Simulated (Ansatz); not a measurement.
Species: ZnCl2, charge -1, multiplicity 2. The spin state was set by rule; other spins were not relaxed. 
Geometry from a B3LYP-D3(BJ)/def2-TZVP (Ansatz, an electronic-structure program) optimisation:
```xyz
3

Zn    -0.3363    -0.3169    -0.4300
Cl     1.7074     0.6325    -0.9839
Cl    -1.1138    -0.0733     1.7427
```
Charge -1, spin multiplicity 2.

Basis-set convergence of Hartree-Fock and CCSD correlation energies (hartree) with Ansatz. Cores are frozen in the correlated levels unless marked. UHF or UKS for open shells. No spin-orbit coupling. The frozen core is the preceding noble-gas configuration, with the filled d and f shells of earlier blocks. Non-relativistic. This anion needs diffuse functions, which these sets lack.

| basis | functions | E(HF) | E(corr, CCSD) |
|---|---|---|---|
| def2-SVP | 67 | -2696.39886 | -0.55135 |
| def2-TZVPP | 148 | (withheld) | (withheld) |

Task: What belongs in the gaps?

Result: 
- def2-TZVPP, E(HF): -2696.98238
- def2-TZVPP, E(corr, CCSD): -0.85690
